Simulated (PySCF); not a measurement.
C₂H₉NOSi, SMILES CO[Si@H](C)N.

Coordinates come from a PBE0-D3(BJ)/def2-SVP optimisation. The structure was generated by enumeration; whether it is a known compound was not checked. Other conformers were not sampled.

Two levels are set side by side: PBE/def2-TZVP (PySCF) and CAM-B3LYP/def2-TZVP (PySCF). Same geometry, gas phase. Differences are taken from unrounded values.

| quantity | CAM-B3LYP | PBE | PBE minus CAM-B3LYP |
|---|---|---|---|
| orbital gap (eV) | 10.46 | 5.94 | -4.51 |
| highest occupied level (eV) | -8.88 | -5.94 | 2.94 |
| lowest empty level (eV) | 1.58 | 0.01 | -1.57 |
| dipole moment (D) | 2.08 | 2.01 | -0.07 |
| mean polarisability (bohr³) | 59.6 | 62.9 | 3.3 |

PBE's occupied levels lie high since its potential decays too fast outside the molecule; exact exchange lowers them and widens the gap. Loosely held outer electrons make PBE densities more polarisable. Differences between two approximate levels are no errors against the true value.

Rough cost on one machine, each run with all the roots and properties that it gave: CAM-B3LYP against PBE within a factor of 2.
